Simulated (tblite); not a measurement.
Run record: tight-binding relaxation, `O=[C]([GeH2][CH2][GeH3])C(F)(F)F`.

Computed with GFN2-xTB geometry optimisation, gas phase (tblite 0.8.0). Start geometry: from a force field or distance geometry. A driver script takes a list of jobs; this job's settings line and coordinates (Å) are shown.

Command:
```bash
OMP_NUM_THREADS=1 python probes_run.py task.json out
```

Input:
```
{"job": {"kind": "relax", "xc": "GFN2-xTB", "basis": "xTB"}, "charge": 0, "multiplicity": 1}
O     -1.533900    -0.852600     1.492900
C     -1.650700    -0.386000     0.347600
Ge    -0.081700    -0.563200    -0.763200
C      1.452400    -0.688500     0.395900
Ge     2.668200     0.791800     0.243400
C     -2.891800     0.259000    -0.141200
F     -3.805700     0.226600     0.890000
F     -3.408900    -0.364900    -1.248700
F     -2.627600     1.610200    -0.360800
H     -0.012900     0.653600    -1.714200
H     -0.237000    -1.871400    -1.588300
H      1.063100    -0.679400     1.463800
H      1.940100    -1.676600     0.300000
H      4.055500     0.220400    -0.200800
H      2.189800     1.884800    -0.756200
H      2.873400     1.445200     1.628400
```

Output:
```
step      E/eV     max force
  0    -871.71881    3.300
  1    -872.00645    3.589
  2    -872.15686    1.251
  3    -872.21184    0.583
  4    -872.24794    0.271
  5    -872.25742    0.297
  6    -872.27817    0.249
  7    -872.28640    0.270
  8    -872.29826    0.232
  9    -872.30701    0.237
... (140 lines left out)
150    -872.48992    0.019
151    -872.49000    0.021
152    -872.49006    0.023
153    -872.49011    0.014
154    -872.49015    0.016
155    -872.49019    0.017
156    -872.49022    0.024
157    -872.49025    0.021
158    -872.49028    0.014
159    -872.49030    0.008
```

«max force» is the largest atomic force in eV/Å.

From which step on does the largest force stay under 0.1 eV/Å, and how much energy is left to gain from there?

From step 122 (0.097 eV/Å), 10.6 meV above the end.

In short: energy lowered by 17.8 kcal/mol over 159 steps; largest atomic force 0.008 eV/Å at the end.

Where do the atoms end?

0.836 Å rms from the input after alignment:
```
atom  x, y, z in Å
O1    -0.9924    0.1950    1.7321
C2    -1.2995    0.0009    0.5918
Ge3   -0.1754   -0.7403   -0.8660
C4     1.6341   -0.9223   -0.1232
Ge5    2.3349    0.7944    0.5535
C6    -2.6819    0.3595    0.0381
F7    -3.6407    0.6181    0.9164
F8    -3.0980   -0.6554   -0.7480
F9    -2.5513    1.4258   -0.7694
H10   -0.2993    0.2153   -2.0159
H11   -0.7909   -2.0490   -1.2830
H12    1.6048   -1.6461    0.6921
H13    2.3091   -1.3175   -0.8823
H14    3.7459    0.5927    1.0138
H15    2.3565    1.8059   -0.5474
H16    1.5367    1.3319    1.6860
```

How long does this job take on one thread, Arm Neoverse N1 (aarch64), shared host with 64 logical CPUs at a one-minute load of 63?

About 2.2 s.
Labels such as C1 count atoms from 1, the log's own numbers from 0.
